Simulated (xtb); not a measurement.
C2H6Cd, singlet, at a GFN2-xTB geometry of the parent state (such geometries of metal compounds can be far from the true shape); GFN2-xTB run with xtb 6.7.1.

Here is a job for xtb.
```
$ xtb mol.xyz --gfn 2 --chrg 0 --uhf 0 --json

# file mol.xyz
9

Cd    -0.36325302     0.07893351    -0.41629518
C      2.28467637     0.01929830    -0.08211532
H      2.50835171    -0.91916368     0.40214515
H      2.51068612     0.88762008     0.51971244
H      2.64433135     0.08518212    -1.10102879
C     -0.42640814    -0.42125665     2.20737359
H     -0.76316033    -1.44964137     2.22979478
H     -1.16650401     0.29149125     2.54836522
H      0.55283081    -0.27254651     2.63163046
```

Question: Write the output that xtb gives for this input, abridged.

Answer: 
```
   ID    Z sym.   atoms
    1   48 Cd     1
    2    6 C      2, 6
    3    1 H      3-5, 7-9

           -------------------------------------------------
          |                Calculation Setup                |
           -------------------------------------------------

molecular fragmentation (1/2 indicates fragments):
111122222
# atoms in fragment 1/2:     4     5
 fragment masses (1/2) :      126.44       16.04
CMA distance (Bohr)    :   4.670
constraining FC (au)   :  0.0500

           -------------------------------------------------
          |                 G F N 2 - x T B                 |
           -------------------------------------------------

          ...................................................
          :                      SETUP                      :
          :.................................................:
          :  # basis functions                  18          :
          :  # atomic orbitals                  18          :
          :  # shells                           12          :
          :  # electrons                        16          :
          :  max. iterations                   250          :
          :  Hamiltonian                  GFN2-xTB          :
          :  restarted?                      false          :
          :  GBSA solvation                  false          :
          :  PC potential                    false          :
          :  electronic temp.          300.0000000     K    :
          :  accuracy                    1.0000000          :
          :  -> integral cutoff          0.2500000E+02      :
          :  -> integral neglect         0.1000000E-07      :
          :  -> SCF convergence          0.1000000E-05 Eh   :
          :  -> wf. convergence          0.1000000E-03 e    :
          :  Broyden damping             0.4000000          :
          :  net charge                          0          :
          :  unpaired electrons                  0          :
          ...................................................

 iter      E             dE          RMSdq      gap      omega  full diag
   1     -7.8774061 -0.787741E+01  0.136E+01    0.96       0.0  T
   2     -7.8725533  0.485284E-02  0.661E+00    1.37       1.0  T
   3     -7.6881402  0.184413E+00  0.628E+00    0.56       1.0  T
   4     -7.5527299  0.135410E+00  0.647E+00    1.32       1.0  T
   5     -7.8685993 -0.315869E+00  0.198E+00    0.86       1.0  T
   6     -7.8948607 -0.262614E-01  0.835E-01    0.98       1.0  T
   7     -7.8988078 -0.394707E-02  0.340E-01    1.09       1.0  T
   8     -7.8994510 -0.643240E-03  0.631E-02    1.05       1.0  T
   9     -7.8992726  0.178448E-03  0.152E-01    1.08       1.0  T
  10     -7.8994479 -0.175313E-03  0.311E-02    1.06       1.1  T
  11     -7.8994542 -0.630872E-05  0.145E-02    1.06       2.3  T
  12     -7.8994559 -0.166878E-05  0.249E-03    1.06      13.4  T
  13     -7.8994559 -0.386935E-07  0.132E-03    1.06      25.3  T
  14     -7.8994559 -0.119775E-07  0.401E-04    1.06      83.2  T
  15     -7.8994559 -0.650863E-09  0.133E-04    1.06     250.1  T

   *** convergence criteria satisfied after 15 iterations ***

         :::::::::::::::::::::::::::::::::::::::::::::::::::::
         ::                     SUMMARY                     ::
         :::::::::::::::::::::::::::::::::::::::::::::::::::::
         :: total energy              -7.790688225448 Eh    ::
         :: gradient norm              0.058852881535 Eh/a0 ::
         :: HOMO-LUMO gap              1.056954074417 eV    ::
         ::.................................................::
         :: SCC energy                -7.899452251488 Eh    ::
         :: -> isotropic ES            0.025802564846 Eh    ::
         :: -> anisotropic ES          0.008672524985 Eh    ::
         :: -> anisotropic XC          0.006479557257 Eh    ::
         :: -> dispersion             -0.004722079415 Eh    ::
         :: repulsion energy           0.108764026040 Eh    ::
[...]
         2        2.0000           -0.5389545             -14.6657
         3        2.0000           -0.4396070             -11.9623
         4        2.0000           -0.4390958             -11.9484
         5        2.0000           -0.4351100             -11.8399
         6        2.0000           -0.4339467             -11.8083
         7        2.0000           -0.3863047             -10.5119
         8        2.0000           -0.3045763              -8.2879 (HOMO)
         9                         -0.2657339              -7.2310 (LUMO)
        10                         -0.0582400              -1.5848
        11                          0.0584488               1.5905
        12                          0.0858893               2.3372
        13                          0.2678343               7.2881
        14                          0.2787689               7.5857
        15                          0.2844873               7.7413
        16                          0.2917248               7.9382
        17                          0.3167080               8.6181
        18                          0.3495985               9.5131
      -------------------------------------------------------------
                  HL-Gap            0.0388423 Eh            1.0570 eV
             Fermi-level           -0.2851551 Eh           -7.7595 eV

     #   Z          covCN         q      C6AA      α(0)
     1  48 Cd       0.775     0.241   432.786    48.394
     2   6 C        3.166    -0.213    33.242     9.422
     3   1 H        0.926     0.037     2.490     2.468
     4   1 H        0.926     0.034     2.535     2.490
     5   1 H        0.925     0.022     2.703     2.571
     6   6 C        3.163    -0.213    33.267     9.427
     7   1 H        0.925     0.026     2.640     2.541
     8   1 H        0.925     0.023     2.681     2.560
     9   1 H        0.926     0.042     2.417     2.431

 Mol. C6AA /au·bohr⁶  :       1719.942457
 Mol. C8AA /au·bohr⁸  :      86243.748024
 Mol. α(0) /au        :         82.303232

Wiberg/Mayer (AO) data.
largest (>0.10) Wiberg bond orders for each atom

 ---------------------------------------------------------------------------
     #   Z sym  total        # sym  WBO       # sym  WBO       # sym  WBO
 ---------------------------------------------------------------------------
     1  48 Cd   1.477 --     2 C    0.629     6 C    0.628
     2   6 C    3.935 --     5 H    0.965     3 H    0.956     4 H    0.955
                             1 Cd   0.629     6 C    0.423
     3   1 H    0.999 --     2 C    0.956
     4   1 H    0.999 --     2 C    0.955
     5   1 H    1.000 --     2 C    0.965
     6   6 C    3.933 --     8 H    0.960     9 H    0.958     7 H    0.956
                             1 Cd   0.628     2 C    0.423
     7   1 H    0.999 --     6 C    0.956
     8   1 H    0.999 --     6 C    0.960
     9   1 H    0.998 --     6 C    0.958
 ---------------------------------------------------------------------------

Topologies differ in total number of bonds
Writing topology from bond orders to xtbtopo.mol

molecular dipole:
                 x           y           z       tot (Debye)
 q only:       -0.514       0.113      -0.596
   full:       -1.000       0.210      -1.133       3.877
molecular quadrupole (traceless):
                xx          xy          yy          xz          yz          zz
 q only:       -1.110      -0.241       1.791       1.292       0.496      -0.681
  q+dip:       -0.209      -0.499      -0.280       2.784      -0.164       0.489
   full:       -1.546      -0.477       2.295       2.643       0.593      -0.748

           -------------------------------------------------
          | TOTAL ENERGY               -7.790688225448 Eh   |
          | GRADIENT NORM               0.058852881535 Eh/α |
          | HOMO-LUMO GAP               1.056954074417 eV   |
           -------------------------------------------------

normal termination of xtb
```
